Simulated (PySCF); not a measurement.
HC7O radical, C7HO (doublet state).
Bonds: C1–C2 (triple), C2–C3, C3–C4 (triple), C4–C5, C5–C6 (triple), C6–C7, C7–O8 (double). Hydrogens: H9 on C1.
Bond orders are those of one Lewis drawing.

Computed by this run: PBE0-D3(BJ)/def2-SVP geometry optimisation, gas phase (PySCF); unrestricted, density fitting, grid level 1; the optimiser is geomeTRIC in internal coordinates, started from a GFN2-xTB structure with every atom displaced at random (about 0.01 Å).

Step 0: E = -9297.5439 eV
```
atom  x, y, z in Å  |  force x, y, z in eV/Å
C1      3.8320    0.2822   -0.0848   -3.806  -0.269   0.052
C2      2.5925    0.1994   -0.0738    1.984   0.115   0.021
C3      1.2541    0.1108   -0.0404    5.507   0.351  -0.144
C4      0.0631    0.0464   -0.0088   -6.515  -0.436   0.184
C5     -1.2637   -0.0415    0.0349    0.916   0.116  -0.043
C6     -2.5315   -0.1087    0.0586    2.271   0.135  -0.047
C7     -3.7916   -0.1822    0.0999   -1.898  -0.159   0.025
O8     -4.9522   -0.2563    0.1246   -0.646  -0.014   0.033
H9      4.8550    0.3600   -0.1438    2.187   0.161  -0.083
```

Step 1: E = -9297.7988 eV
```
atom  x, y, z in Å  |  force x, y, z in eV/Å
C1      3.8333    0.3630   -0.1118    0.742  -0.119   0.062
C2      2.6343    0.1137   -0.0783   -0.384   0.280  -0.004
C3      1.3007   -0.0124   -0.0447   -0.803  -0.149   0.012
C4      0.0380   -0.0707   -0.0053    0.705   0.054  -0.010
C5     -1.2697   -0.0961    0.0330    0.073   0.003  -0.020
C6     -2.5443   -0.0989    0.0669   -0.080  -0.058   0.015
C7     -3.8361   -0.1375    0.0983   -0.036   0.013  -0.012
O8     -5.0036   -0.1607    0.1271    0.056   0.002   0.006
H9      4.9052    0.5097   -0.1188   -0.273  -0.026  -0.048
```

**Question.** Estimate the geometry and energy of step 2. (The exact step hangs on the optimiser's Hessian estimate; all steps are aligned on step 1, rigid shifts and turns removed.)

**Answer.** E = -9297.8158 eV, largest force 0.252 eV/Å
```
atom  x, y, z in Å  |  force x, y, z in eV/Å
C1      3.8439    0.3400   -0.1060   -0.089  -0.200   0.044
C2      2.6283    0.1536   -0.0741    0.081   0.238  -0.019
C3      1.2915    0.0432   -0.0428   -0.151  -0.058   0.009
C4      0.0358   -0.0205   -0.0051    0.226   0.019  -0.004
C5     -1.2710   -0.0683    0.0314   -0.076   0.002  -0.009
C6     -2.5461   -0.0993    0.0661    0.031  -0.043   0.005
C7     -3.8367   -0.1626    0.0971   -0.014   0.018  -0.004
O8     -5.0030   -0.2080    0.1275    0.007  -0.002   0.002
H9      4.9151    0.4320   -0.1276   -0.016   0.027  -0.025
```

The energy changes by -0.0170 eV. The first-order estimate −F·Δx gives -0.0243 eV and the mean of the old and new forces, exact on a quadratic surface, -0.0168 eV. The step makes an angle of 83° with the force vector and moves no atom by more than 0.079 Å.

The cost below is that of the whole optimisation. On one thread, Intel Xeon 6975P-C (x86_64), shared host with 192 logical CPUs at a one-minute load of 56, this took 37 s wall and 0.47 GiB of memory at its peak.
